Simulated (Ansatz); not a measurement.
Species: H$_{3}$GeS$_{3}$, SMILES `[SH][Ge]([SH])[SH]` (charge 0, multiplicity 2).

Task: Give a relaxed geometry from r2SCAN-D4/def2-TZVP (Ansatz, a program for electronic structure).

Result: Several could match; the one computed here: the end point of this relaxation, one of several conformers (outside a Z-matrix the atoms follow the SMILES, hydrogens last).
Bonded distances (Å): S1–Ge2 2.246, S1–H5 1.344, Ge2–S3 2.256, Ge2–S4 2.231, S3–H6 1.345, S4–H7 1.346. Bond angles (°): Ge2–S1–H5 92.5, S1–Ge2–S3 113.5, S1–Ge2–S4 102.1, S3–Ge2–S4 107.3, Ge2–S3–H6 93.5, Ge2–S4–H7 92.9.
